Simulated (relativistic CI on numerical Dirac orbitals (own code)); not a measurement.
**Forbidden transitions in Dy¹⁵⁺**

These numbers are calculated, not measured: Dirac-Coulomb-Breit CI, orbitals from a KLI potential per configuration, model QED (radiative potential, 1s self-energy scaled to tabulated hydrogen-like ionisation energies), unscaled Slater integrals (own radial code, finite nucleus).

CI space (outside the closed core [Kr] 4d10): 4f⁵, 4f³5s², 4f³5s5p, 4f⁴5p, 4f³5p², 4f⁴5d. Levels of other configurations are missing.

```tsv
λ vac (nm)	Lower	Upper	Type	A (s⁻¹)	log gf
240.58	4f⁵ ⁶H°5/2 [1]	4f⁵ ⁴F°5/2 [22]	M1	1.45e+01	-7.12
255.55	4f⁵ ⁶H°7/2 [2]	4f⁵ ⁴F°5/2 [22]	M1	2.46e+01	-6.84
267.90	4f⁵ ⁶H°9/2 [3]	4f⁵ ⁴G°9/2 [24]	M1	5.50e+00	-7.23
287.79	4f⁵ ⁶H°7/2 [2]	4f⁵ ⁴I°9/2 [17]	M1	2.09e+01	-6.59
290.57	4f⁵ ⁶H°11/2 [4]	4f⁵ ⁴G°9/2 [24]	M1	3.02e+01	-6.42
291.15	4f⁵ ⁶H°7/2 [2]	4f⁵ ⁴G°7/2 [16]	M1	1.40e+01	-6.85
293.40	4f⁵ ⁶H°13/2 [5]	4f⁵ ⁴L°13/2 [26]	M1	1.42e+01	-6.59
305.22	4f⁵ ⁶H°9/2 [3]	4f⁵ ⁴I°11/2 [18]	M1	2.13e+01	-6.45
312.48	4f⁵ ⁶H°9/2 [3]	4f⁵ ⁴I°9/2 [17]	M1	1.10e+01	-6.79
313.07	4f⁵ ⁶H°5/2 [1]	4f⁵ ⁴G°5/2 [13]	M1	3.21e+01	-6.55
316.44	4f⁵ ⁶H°9/2 [3]	4f⁵ ⁴G°7/2 [16]	M1	3.61e+01	-6.36
327.82	4f⁵ ⁶H°11/2 [4]	4f⁵ ⁴I°13/2 [19]	M1	1.35e+01	-6.52
328.03	4f⁵ ⁶H°13/2 [5]	4f⁵ ⁴I°15/2 [21]	M1	9.09e+00	-6.63
335.00	4f⁵ ⁶H°11/2 [4]	4f⁵ ⁴I°11/2 [18]	M1	1.91e+01	-6.41
338.92	4f⁵ ⁶H°7/2 [2]	4f⁵ ⁴G°5/2 [13]	M1	2.63e+01	-6.57
363.31	4f⁵ ⁶H°13/2 [5]	4f⁵ ⁴I°13/2 [19]	M1	2.21e+01	-6.21
363.35	4f⁵ ⁶H°15/2 [8]	4f⁵ ⁴I°15/2 [21]	M1	3.31e+01	-5.98
396.90	4f⁵ ⁶F°7/2 [10]	4f⁵ ⁴F°5/2 [22]	M1	1.08e+01	-6.82
482.78	4f⁵ ⁶F°1/2 [6]	4f⁵ ⁴F°3/2 [14]	M1	2.71e+01	-6.42
539.58	4f⁵ ⁶F°3/2 [7]	4f⁵ ⁴G°5/2 [13]	M1	1.21e+01	-6.50
```

Terms are leading LS components. Brackets give the number of a level in order of energy, since labels repeat. The list gives strong lines, with weight on those to low levels, among the lowest 200 of 2892 levels, so that lines to higher ones, which can be the strongest, are missing. Levels whose partners in the same complex of configurations lie outside the list can be far off, and so can their lines. Rates are taken at the computed energies, electric ones in the length gauge.

At this charge energies of transitions that change n are usually good to better than 1 %, and those within a shell (Δn = 0) to a few per cent. Terms inside the open d or f shell come out 10 to 20 % too wide with unscaled integrals. Levels and lines within the n = 5 or 6 shells can be off by up to 10 % or somewhat more, and those that change n by about 2 %, since core polarisation is missing.

LS names give the leading component of a level, which can be under half, so a name can repeat, a term be missing and a line seem to break the LS rules.
